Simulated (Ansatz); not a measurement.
Abridged output of a molecular run in Ansatz:

```
Functional definition: HF
1150 factors; integrals over basis functions are off by at most 5.8e-4 eV
mean field evaluation 1: about -24309.8751 eV, gradient 2.0e1 eV
mean field evaluation 2: about -24309.8852 eV, gradient 2.0e1 eV
mean field evaluation 4: about -24312.2723 eV, gradient 3.5e0 eV
mean field evaluation 8: about -24312.5567 eV, gradient 3.5e-1 eV
mean field evaluation 16: about -24312.5630 eV, gradient 2.5e-6 eV
mean field -24312.56297612 eV, -893.4702097252 hartree, gradient 2.5e-6 eV, S^2 0.769774; 0 other end points of the search recorded, 0 dependent functions left out
11 core orbitals not correlated: weight in the atoms' cores, before any rotation towards them, 1.000 or more for the frozen orbitals, at most 0.000 for the correlated occupied ones
reference -24312.56297612 eV, -893.4702097252 hartree; 18, 17 occupied and 125, 126 virtual orbitals, 1150 factors
second order -29.04099658 eV of doubles, -0.00000000 eV of singles
cycle   1  -27.98980031 eV  change     1.1e0 eV  update   1.2e-1
cycle   2  -28.66818130 eV  change   -6.8e-1 eV  update   3.5e-2
cycle   3  -28.80542961 eV  change   -1.4e-1 eV  update   2.1e-2
cycle   4  -28.78949224 eV  change    1.6e-2 eV  update   8.1e-3
cycle   5  -28.78693427 eV  change    2.6e-3 eV  update   4.5e-3
cycle   6  -28.79058176 eV  change   -3.6e-3 eV  update   1.8e-3
cycle   7  -28.79050518 eV  change    7.7e-5 eV  update   9.7e-4
cycle   8  -28.79020718 eV  change    3.0e-4 eV  update   5.1e-4
cycle   9  -28.79045283 eV  change   -2.5e-4 eV  update   2.8e-4
cycle  10  -28.79030522 eV  change    1.5e-4 eV  update   1.3e-4
cycle  11  -28.79033158 eV  change   -2.6e-5 eV  update   6.7e-5
cycle  12  -28.79037639 eV  change   -4.5e-5 eV  update   3.1e-5
cycle  13  -28.79038793 eV  change   -1.2e-5 eV  update   1.3e-5
perturbative correction -0.95453797 eV, -0.0350786233 hartree
Total energy: -24342.30790201 eV, -894.5633155900 hartree
Checks for a lower state left out: cluster_reference
```

Its atoms:

Cartesian coordinates in Å:
```
F -1.322 -0.124 -0.460
C -0.013 -0.023 -0.313
Cl 0.735 -1.520 0.026
I 0.600 1.667 0.747
```

Question: Which basis set was used?
A. cc-pV(D+d)Z
B. def2-TZVPP
C. cc-pV(Q+d)Z
D. def2-QZVPP

Answer: B. It gives 154 functions.

Question: Write the keys of the input that set method, charge and spin (a neutral closed shell needs none for the last two).

Answer: 
```yaml
magnetization: {spin_polarized: true, initial_magnetization: 1}
correlation: {method: ccsd_t}
scf: {omitted_lower_state_checks: [cluster_reference]}
```
